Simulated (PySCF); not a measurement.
C₃H₇NSi, SMILES C=C=CN[SiH3].

Geometry: B3LYP-D3(BJ)/def2-SVP. This is a generated structure with no PubChem entry under its InChIKey; it may be hypothetical. The values are those of a single conformer.

Method: PBE/def2-TZVP in PySCF.

Symmetry labels are those of the subgroup Cs that the program uses (full group Cs).

Computed valence orbital energies around the gap with their symmetry:
```
orbital  symmetry  energy (eV)
-------  --------  -----------
HOMO−7         A'       -11.04
HOMO−6         A"       -10.55
HOMO−5         A'        -9.40
HOMO−4         A"        -9.00
HOMO−3         A'        -8.34
HOMO−2         A"        -7.69
HOMO−1         A'        -6.56
HOMO           A"        -4.86
LUMO           A'        -1.23
LUMO+1         A"        -0.21
LUMO+2         A'         0.00
LUMO+3         A'         0.60
```
